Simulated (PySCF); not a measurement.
# Correlation energy of Zr⁻ (zirconium, charge -1)

[Kr] 4d3 5s2, high-spin 4F determinant. Computed with PySCF 2.14 in aug-cc-pVDZ-PP with ECP28MDF, with a scalar-relativistic core potential. Frozen: 4s2 4p6; 5 electrons correlated.

```csv
level,correlation energy (mhartree)
CCSD,-67.30
(T),-5.23
CCSD(T),-72.53
```

Diagnostics: T1 = 0.14, D1 = 0.4295, largest double amplitude 0.095.

Task: Is a single reference adequate?

Result: Not fully. T1 exceeds 0.03, a sign that the reference determinant is poor.
